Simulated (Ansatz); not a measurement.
Start from `N#C[S][GeH3]` and change one atom or group to get `C[SiH2]SC#N`.

Ansatz, PBE0-D4/def2-TZVP geometries, multiplicity 1. Each molecule was computed in one conformer, which needn't be the lowest.

Scalar relativity is left out up to krypton.

```csv
property,`N#C[S][GeH3]`
HOMO–LUMO gap (PBE0/def2-TZVPP) / eV,6.75
HOMO energy (ωB97M-V/def2-TZVPP) / eV,-10.00
HOMO energy (B3LYP/def2-TZVPP) / eV,-7.64
LUMO energy (PBE0/def2-TZVPP) / eV,-1.13
size of the dipole moment (PBE/def2-TZVPP) / D,4.26
size of the dipole moment (B3LYP/def2-TZVPP) / D,4.36
```

Task: What does the change do to each property? (Estimate.)

Result: The calculation gave: 
| property | `C[SiH2]SC#N` | shift |
| --- | --- | --- |
| HOMO–LUMO gap (PBE0/def2-TZVPP) / eV | 7.36 | 0.61 |
| HOMO energy (ωB97M-V/def2-TZVPP) / eV | -10.00 | 0.00 |
| HOMO energy (B3LYP/def2-TZVPP) / eV | -7.64 | 0.00 |
| LUMO energy (PBE0/def2-TZVPP) / eV | -0.52 | 0.61 |
| size of the dipole moment (PBE/def2-TZVPP) / D | 3.96 | -0.30 |
| size of the dipole moment (B3LYP/def2-TZVPP) / D | 4.05 | -0.31 |

Dipoles are sizes alone; their direction can turn.

B3LYP here is the variant with VWN-RPA as its local correlation; programs differ in this.
